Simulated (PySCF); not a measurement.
Molfile (atoms numbered from 1):
```
C3H6N2Si
     RDKit          3D

 12 11  0  0  0  0  0  0  0  0999 V2000
    1.7861   -0.9337    0.4561 C   0  0  0  0  0  0  0  0  0  0  0  0
    1.2440    0.0624   -0.2260 C   0  0  0  0  0  0  0  0  0  0  0  0
   -0.5871    0.2275   -0.6216 Si  0  0  1  0  0  4  0  0  0  0  0  0
   -1.4896   -0.8153    0.4047 N   0  0  0  0  0  0  0  0  0  0  0  0
   -0.9647    2.0543   -0.3758 C   0  0  0  0  0  0  0  0  0  0  0  0
   -1.2049    3.1638   -0.2174 N   0  0  0  0  0  0  0  0  0  0  0  0
    2.8464   -0.9948    0.6502 H   0  0  0  0  0  0  0  0  0  0  0  0
    1.1887   -1.7389    0.8521 H   0  0  0  0  0  0  0  0  0  0  0  0
    1.8943    0.8422   -0.6047 H   0  0  0  0  0  0  0  0  0  0  0  0
   -0.9659   -0.0838   -2.0008 H   0  0  0  0  0  0  0  0  0  0  0  0
   -2.4832   -0.9096    0.2728 H   0  0  0  0  0  0  0  0  0  0  0  0
   -1.2630   -0.8749    1.3843 H   0  0  0  0  0  0  0  0  0  0  0  0
  1  2  2  0
  2  3  1  0
  3  4  1  0
  3  5  1  0
  5  6  3  0
  1  7  1  0
  1  8  1  0
  2  9  1  0
  3 10  1  6
  4 11  1  0
  4 12  1  0
M  END
```

Theoretical values (PySCF): NMR shieldings at PBE0/pcSseg-1/GIAO, structure optimised with GFN2-xTB. Non-relativistic, no solvent, a single conformation, one averaged value for each set of equivalent atoms.

Referencing at the same level of theory: ¹³C and ¹H and ²⁹Si vs TMS; ¹⁵N vs NH3.

```json
{"atoms": "C5", "nucleus": "¹³C", "count": "1", "Hirshfeld charge": "-0.05", "δ (ppm)": "127.2"}
{"atoms": "H9", "nucleus": "¹H", "count": "1", "Hirshfeld charge": "0.05", "δ (ppm)": "6.30"}
{"atoms": "N6", "nucleus": "¹⁵N", "count": "1", "Hirshfeld charge": "-0.21", "δ (ppm)": "353.8"}
{"atoms": "N4", "nucleus": "¹⁵N", "count": "1", "Hirshfeld charge": "-0.30", "δ (ppm)": "12.1"}
{"atoms": "H7", "nucleus": "¹H", "count": "1", "Hirshfeld charge": "0.06", "δ (ppm)": "6.68"}
{"atoms": "H8", "nucleus": "¹H", "count": "1", "Hirshfeld charge": "0.05", "δ (ppm)": "6.40"}
{"atoms": "C2", "nucleus": "¹³C", "count": "1", "Hirshfeld charge": "-0.14", "δ (ppm)": "?"}
{"atoms": "Si3", "nucleus": "²⁹Si", "count": "1", "Hirshfeld charge": "0.43", "δ (ppm)": "-58.6"}
{"atoms": "H11/H12", "nucleus": "¹H", "count": "2", "Hirshfeld charge": "0.13", "δ (ppm)": "?"}
{"atoms": "C1", "nucleus": "¹³C", "count": "1", "Hirshfeld charge": "-0.07", "δ (ppm)": "?"}
{"atoms": "H10", "nucleus": "¹H", "count": "1", "Hirshfeld charge": "-0.07", "δ (ppm)": "5.00"}
```

Problem. Estimate the values marked ?.

Solution. 
- C1: 145.0 ppm, terminal =CH2 carbon; as expected for a trigonal carbon in a double bond
- C2: 137.7 ppm, alkene CH; an sp2 carbon of a C=C bond
- H11/H12: 0.78 ppm, hydrogen on a nitrogen bonded to Si; labile proton, position sensitive to the medium

Exchangeable OH/NH protons stand at their gas-phase positions; hydrogen bonding in a real sample shifts them, mostly to higher δ. Shifts are as computed. Against solution values, carbons near 30 ppm lie about +3 ppm off and those near 130 ppm about +5 ppm. Of 1211 compounds with measured shifts, 218 miss one by over three times the rms of a fit or turn the order of signals round; such compounds aren't used in these exercises. Experimental scales use liquid or dissolved standards, which lie at an offset from isolated NH3 (liquid NH3: subtract about 20 ppm). Unscaled 15N shifts of sp2 nitrogen come out 20 to 40 ppm too high even then.
